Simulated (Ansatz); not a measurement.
# Molecular dynamics of C2H7BN2Si

input.yaml

```yaml
crystal:
  periodic: [false, false, false]
  atoms:
    - { symbol: C, position_ang: [1.128115, -1.742845, -0.471328] }
    - { symbol: "N", position_ang: [1.749637, -1.164874, 0.517523] }
    - { symbol: Si, position_ang: [0.858945, 0.231057, 1.256495] }
    - { symbol: "N", position_ang: [-0.603199, 0.577165, 0.348926] }
    - { symbol: B, position_ang: [-1.73462, 0.164525, -0.293091] }
    - { symbol: C, position_ang: [-1.030848, 1.456096, -0.794776] }
    - { symbol: H, position_ang: [1.604377, -2.61426, -0.969686] }
    - { symbol: H, position_ang: [0.129413, -1.446531, -0.885297] }
    - { symbol: H, position_ang: [0.500612, -0.148866, 2.612658] }
    - { symbol: H, position_ang: [1.723584, 1.396814, 1.222036] }
    - { symbol: H, position_ang: [-2.550063, -0.66854, -0.31948] }
    - { symbol: H, position_ang: [-1.368711, 2.469967, -0.516302] }
    - { symbol: H, position_ang: [-0.386942, 1.455591, -1.692777] }
basis:
  gaussian: { orbitals: STO-3G }
hamiltonian:
  xc: lda
md:
  timestep: 1.0
  n_steps: 500
  ensemble: nve
  temperature: 500.0
  initial_velocities: maxwell_boltzmann
  seed: 169883
  masses: [{ species: H, mass: 3.016 }]
```

Run as:

```bash
$ ansatz run input.yaml --threads 1 --pin off --max-ram 2048MiB --backend cpu --events-out ev --progress --plain --runs-dir out
```

It starts from a relaxed structure.

Output, in part (step lines, the closing report, with atoms numbered from 0):

```
md step     0: t =     0.00 fs  T =   500.0 K  F+E_penalty+E_count = -13471.50630923 eV  E_kin = 0.710930 eV  conserved = -13470.79537924 eV  (25 SCF iters)
md step     1: t =     1.00 fs  T =   488.3 K  F+E_penalty+E_count = -13471.48937079 eV  E_kin = 0.694334 eV  conserved = -13470.79503672 eV  (29 SCF iters)
md step     2: t =     2.00 fs  T =   456.6 K  F+E_penalty+E_count = -13471.44356275 eV  E_kin = 0.649277 eV  conserved = -13470.79428549 eV  (29 SCF iters)
md step     3: t =     3.00 fs  T =   412.8 K  F+E_penalty+E_count = -13471.38042034 eV  E_kin = 0.587004 eV  conserved = -13470.79341598 eV  (29 SCF iters)
md step     4: t =     4.00 fs  T =   366.3 K  F+E_penalty+E_count = -13471.31349875 eV  E_kin = 0.520794 eV  conserved = -13470.79270481 eV  (29 SCF iters)
md step     5: t =     5.00 fs  T =   324.7 K  F+E_penalty+E_count = -13471.25405489 eV  E_kin = 0.461748 eV  conserved = -13470.79230648 eV  (29 SCF iters)
md step     6: t =     6.00 fs  T =   292.8 K  F+E_penalty+E_count = -13471.20854566 eV  E_kin = 0.416312 eV  conserved = -13470.79223334 eV  (29 SCF iters)
md step     7: t =     7.00 fs  T =   271.4 K  F+E_penalty+E_count = -13471.17831271 eV  E_kin = 0.385905 eV  conserved = -13470.79240740 eV  (30 SCF iters)
[... lines left out ...]
md step   497: t =   497.00 fs  T =   328.9 K  F+E_penalty+E_count = -13471.26142085 eV  E_kin = 0.467661 eV  conserved = -13470.79375986 eV  (30 SCF iters)
md step   498: t =   498.00 fs  T =   337.3 K  F+E_penalty+E_count = -13471.27357833 eV  E_kin = 0.479662 eV  conserved = -13470.79391648 eV  (30 SCF iters)
md step   499: t =   499.00 fs  T =   337.4 K  F+E_penalty+E_count = -13471.27357594 eV  E_kin = 0.479671 eV  conserved = -13470.79390510 eV  (30 SCF iters)
md step   500: t =   500.00 fs  T =   329.1 K  F+E_penalty+E_count = -13471.26162962 eV  E_kin = 0.467868 eV  conserved = -13470.79376185 eV  (26 SCF iters)
Total energy: -13471.26165355 eV, -495.0597346187 hartree
Atom 0 at     1.234596    -1.554066    -0.551773 Å, force     0.731469    -0.254066    -0.322363 eV/Å
Atom 1 at     1.849009    -1.067274     0.494605 Å, force    -0.313538     0.127718    -0.345054 eV/Å
Atom 2 at     0.813600     0.143332     1.316764 Å, force    -0.049387     0.870127     0.542108 eV/Å
Atom 3 at    -0.601562     0.556076     0.334933 Å, force    -0.302790     0.375679     0.129388 eV/Å
Atom 4 at    -1.876461     0.343450    -0.126755 Å, force     0.501364    -0.126063     0.477530 eV/Å
Atom 5 at    -0.978404     1.265266    -0.936426 Å, force     0.314285     0.389461    -0.715102 eV/Å
Atom 6 at     1.794100    -2.337416    -1.090593 Å, force    -0.136738    -0.329694    -0.374769 eV/Å
Atom 7 at     0.257333    -1.254330    -1.011331 Å, force     0.097939     0.000821     0.297171 eV/Å
Atom 8 at     0.306036    -0.599748     2.442614 Å, force    -0.193400     0.079183     0.389104 eV/Å
Atom 9 at     1.621651     1.319147     1.740072 Å, force    -0.524654    -0.549609    -0.397059 eV/Å
Atom 10 at    -2.894178    -0.129297     0.084981 Å, force    -0.606444    -0.529287     0.211535 eV/Å
Atom 11 at    -1.155093     2.354561    -0.986693 Å, force     0.384487     0.101393     0.533855 eV/Å
Atom 12 at    -0.448957     0.919673    -1.829407 Å, force     0.097405    -0.155661    -0.426343 eV/Å
Dipole moment:     0.073263     0.090913     0.051151 e Å
```

The steps, from the saved trajectory:

| time (fs) | T (K) | potential energy less start (eV) | conserved less start (meV/atom) |
| --- | --- | --- | --- |
| 0.0 | 500 | 0.000 | 0.00 |
| 16.0 | 212 | 0.413 | 0.24 |
| 32.0 | 293 | 0.295 | 0.09 |
| 48.0 | 137 | 0.519 | 0.23 |
| 64.0 | 242 | 0.369 | 0.18 |
| 80.0 | 205 | 0.422 | 0.16 |
| 96.0 | 223 | 0.398 | 0.24 |
| 112.0 | 282 | 0.311 | 0.13 |
| 128.0 | 243 | 0.368 | 0.22 |
| 144.0 | 289 | 0.302 | 0.13 |
| 160.0 | 225 | 0.394 | 0.21 |
| 176.0 | 275 | 0.322 | 0.13 |
| 192.0 | 316 | 0.263 | 0.13 |
| 208.0 | 227 | 0.390 | 0.14 |
| 224.0 | 267 | 0.333 | 0.12 |
| 240.0 | 190 | 0.444 | 0.17 |
| 256.0 | 310 | 0.271 | 0.10 |
| 272.0 | 220 | 0.401 | 0.20 |
| 288.0 | 240 | 0.372 | 0.19 |
| 304.0 | 272 | 0.327 | 0.22 |
| 320.0 | 239 | 0.374 | 0.15 |
| 336.0 | 233 | 0.382 | 0.21 |
| 352.0 | 177 | 0.462 | 0.18 |
| 368.0 | 296 | 0.292 | 0.15 |
| 384.0 | 206 | 0.420 | 0.17 |
| 400.0 | 270 | 0.329 | 0.15 |
| 416.0 | 200 | 0.429 | 0.17 |
| 432.0 | 254 | 0.351 | 0.11 |
| 448.0 | 254 | 0.351 | 0.15 |
| 464.0 | 315 | 0.264 | 0.11 |
| 480.0 | 240 | 0.373 | 0.21 |
| 496.0 | 314 | 0.267 | 0.15 |

All steps were run. The conserved energy stayed within 0.26 meV per atom of its start (net change 0.12 meV per atom), so the integration is sound. The temperature averaged 0.50 of the 500 K drawn at the start: a run that starts near a minimum puts about half its kinetic energy into the potential. A run of 0.5 ps of so small a system gives no equilibrium averages. Limits of this set-up: minimal basis.

The same pairs are bonded in the first frame and the last. Pairs count as bonded within 1.25 times the sum of covalent radii (0.12 Å more for H–H).

Last frame:

```xyz
13
Properties=species:S:1:pos:R:3
C 1.235 -1.554 -0.552
N 1.849 -1.067 0.495
Si 0.814 0.143 1.317
N -0.602 0.556 0.335
B -1.877 0.343 -0.127
C -0.978 1.265 -0.936
H 1.794 -2.337 -1.091
H 0.257 -1.254 -1.011
H 0.306 -0.600 2.443
H 1.622 1.319 1.740
H -2.894 -0.129 0.085
H -1.155 2.355 -0.987
H -0.449 0.920 -1.829
```

The run took 16 min on 1 thread of Arm Neoverse V2 (shared host), peak memory 0.21 GiB.
